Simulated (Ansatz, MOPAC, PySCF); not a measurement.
Complex: GeH4 (SMILES [GeH4]) (first 5 atoms) with C2H6O (SMILES COC); geometry from B3LYP-D3(BJ)/def2-TZVP, rigid monomers moved along the line of their centres of mass till Ge1···O7 is 2.83 Å.
(charge 0, multiplicity 1):
```csv
atom,x (Å),y (Å),z (Å)
Ge,0.2755,0.0049,0.6678
H,-0.1896,-1.4293,0.9469
H,-0.7187,1.0111,1.2663
H,0.3199,0.2217,-0.8582
H,1.6785,0.2426,1.2390
C,0.5358,0.8925,4.0317
O,0.1495,-0.3465,3.4778
C,-1.1949,-0.6702,3.7588
H,0.4454,0.8851,5.1252
H,-0.0750,1.7140,3.6356
H,1.5765,1.0600,3.7599
H,-1.3671,-0.7515,4.8395
H,-1.4031,-1.6304,3.2902
H,-1.8802,0.0840,3.3509
```

Monomers are frozen at their geometry in the pair; levels with a basis set take the counterpoise correction. Rows marked so take none.

Rows in 6-31G* carry no dispersion term and start afresh at each structure (6-31G* with six Cartesian d functions); the Pople sets are all-electron and without relativity. The state reached by PM6, PM7 isn't checked; PM7 holds dispersion and hydrogen-bond terms.

Programs: Ansatz (Gaussian basis) for Hartree–Fock, density functionals and correlated methods; MOPAC for PM6, PM7 (differences of heats of formation); PySCF for 6-31G* rows, the dispersion terms. Each number belongs to the level named beside it.

| level | interaction energy (meV) |
|---|---|
| PM6 | 128.2 |
| PM7 | -117.2 |
| HF/6-31G* (no counterpoise) | 75.1 |
| r2SCAN/def2-TZVPPD | -48.5 |
| r2SCAN-D3(BJ)/def2-TZVPPD | -82.0 |
| B3LYP-D3(BJ)/def2-TZVPPD | -76.3 |
| B3LYP-D4/def2-TZVPPD | [?] |
| PBE0-D3(BJ)/def2-TZVPPD | -77.3 |
| wB97M-V/def2-TZVPPD | [?] |

Question: Some entries are withheld; supply them.

Answer: 
- B3LYP-D4/def2-TZVPPD, interaction energy (meV): -69.8
- wB97M-V/def2-TZVPPD, interaction energy (meV): -101.7

Ansatz is a quantum-chemistry and plane-wave program.
